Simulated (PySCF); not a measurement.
Two-dimensional NMR puzzle

Compound of formula C8H12NP. Correlations simulated from computed shifts and the bond graph:

HSQC (one-bond C–H):
```
  δH     δC
9.09  155.6
8.91  155.2
2.87   30.1
2.83   41.3
1.53   32.5
```

COSY cross peaks (H two or three bonds apart, from the bond graph; peaks can be absent where the dihedral angle is near 90°):
```
  δH    δH
2.83  1.53
```

HMBC (two and three bonds, from the bond graph):
```
  δH                  δC
9.09  182.2, 163.6, 41.3
8.91  182.2, 163.6, 30.1
2.87        163.6, 155.2
2.83  182.2, 155.6, 32.5
1.53   182.2, 41.3, 32.5
```

Carbons without hydrogens: δ 182.2, 163.6.

- shieldings: GIAO PBE0/pcSseg-1
- GFN2-xTB structure
- code: PySCF 2.14.0 with density-fitted response routines
- fast rotation and ring inversion assumed for equivalent nuclei, non-relativistic Hamiltonian, gas phase, one conformer

References, each an isolated molecule treated in the same way: TMS for ¹H, ¹³C.

Exchangeable hydrogens are left out of these lists.

Assemble the structure.

Answers

`InChI=1S/C8H12NP/c1-6(2)8-4-9-7(3)5-10-8/h4-6H,1-3H3`.

Atom-mapped SMILES (the numbers label the heavy atoms): `[CH3:1][c:2]1[cH:3][p:4][c:5]([CH:6]([CH3:7])[CH3:8])[cH:9][n:10]1`. Each H is labelled by its parent atom.

- δC 182.2 is C5, a substituted aromatic carbon.
- δC 163.6 is C2, a substituted aromatic carbon next to a ring nitrogen.
- δC 155.6 is C9, an aromatic CH next to a ring nitrogen (δH 9.09).
- δC 155.2 is C3, an aromatic CH (δH 8.91).
- δC 41.3 is C6, an sp3 CH on an aromatic ring (δH 2.83).
- δC 32.5 is C7/C8, a methyl carbon (δH 1.53).
- δC 30.1 is C1, a methyl carbon on an aromatic ring (δH 2.87).
- HMBC from δH 9.09 reaches the proton-free carbons C5, C2.
- HMBC from δH 8.91 reaches the proton-free carbons C5, C2.
- HMBC from δH 2.87 reaches the proton-free carbon C2.
- HMBC from δH 2.83 reaches the proton-free carbon C5.
- COSY links 2.83–1.53.

The data come from this structure; uniqueness wasn't tested.

Shifts are as computed. Against solution values, carbons near 30 ppm lie about +3 ppm off and those near 130 ppm about +5 ppm. Of 1211 compounds with measured shifts, 218 miss one by over three times the rms of a fit or turn the order of signals round; such compounds aren't used in these exercises.
